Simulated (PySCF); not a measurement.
B(H)(OH)(NMe2) (C2H8BNO), SMILES CN(C)BO. The structure is a stationary point at TPSSh-D3(BJ)/def2-SVP. The structure was generated by enumeration, and PubChem lists no compound with its InChIKey, so it may never have been made. One conformer was computed; it need not be the lowest.

Task: Give the equilibrium geometry at TPSSh-D3(BJ)/def2-SVP (PySCF confirms it by a frequency run) as Cartesian coordinates in Å, and its point group. (An estimate is asked for; the answer gives what the named calculation found.)

Result: Several could match; the one computed here: point group Cs.
```xyz
13

B      0.7411     0.8429     0.0000
H      1.9464     0.8335     0.0000
O      0.1371     2.0750     0.0000
H     -0.8302     2.0407     0.0000
N      0.0493    -0.3964     0.0000
C     -1.3913    -0.5388     0.0000
C      0.7641    -1.6592     0.0000
H     -1.7446    -1.0879    -0.8927
H     -1.7446    -1.0879     0.8927
H     -1.8847     0.4453     0.0000
H      0.5142    -2.2638     0.8923
H      0.5142    -2.2638    -0.8923
H      1.8452    -1.4687     0.0000
```
